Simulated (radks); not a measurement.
The numbers below are computed, except where a source is named.
Q: The molybdenum ion Mo+, [Kr] 4d5. Level of theory: non-relativistic Kohn-Sham, exchange-only B88, spin-polarised, spherical densities, point nucleus (a radial shooting solver on a logarithmic mesh with Libxc functionals). Every spin shell is full or empty, so the densities are truly spherical. Functionals are evaluated on that one density, not self-consistently. Rank these orbital-free kinetic functionals by their error against the exact value of the orbitals, and give that value: Thomas-Fermi, von Weizsacker, TF + vW, TF + vW/9, TF + vW/5, LC94, revAPBEK, Thakkar, Pearson, LKT, PG1.

A: Exact: 3975.36 hartree. From best to worst, with 100 (|E| - |E exact|)/|E exact| (equal figures are ties): LC94 +0.07, revAPBEK +0.33, Thakkar -0.50, TF + vW/9 -0.68, Pearson -0.97, TF + vW/5 +3.23, Thomas-Fermi -5.58, PG1 +16.19, LKT +20.54, TF + vW +38.46, von Weizsacker -55.96.
